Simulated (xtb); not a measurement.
Diatomic SN, multiplicity 2 (the spin of the measured ground state). The T1 diagnostic near the minimum is 0.063, so single-reference values are doubtful.

The constants come from a fifth-degree fit in 1/R (seven points, main isotopes). In def2 and cc sets the state is the lowest found near the PBE0 minimum, followed along R.

Run with xtb for the GFN methods. Values without a source in brackets are computed. The GFN methods have no spin term and hold the electronic entropy of 300 K.

Energies at GFN1-xTB:

```csv
R (Å),E (hartree)
1.381513,-6.74000668
1.418650,-6.74974501
1.452817,-6.75452653
1.491440,-6.75612526
1.530063,-6.75455220
1.574628,-6.74972297
1.626620,-6.74107487
```

Task: With a reduced mass of 9.7380 u, find the minimum, the force constant and the constants.

Result: A fifth-degree polynomial in 1/R puts the minimum at r_e = 1.4900 Å with force constant 931 N/m. Then ω_e = (1/2πc)√(k/μ) = 1274 cm⁻¹ and B_e = h/(8π²cμr_e²) = 0.7798 cm⁻¹; the cubic and quartic terms give α_e = 0.0065 and ω_e x_e = 6.8 cm⁻¹.
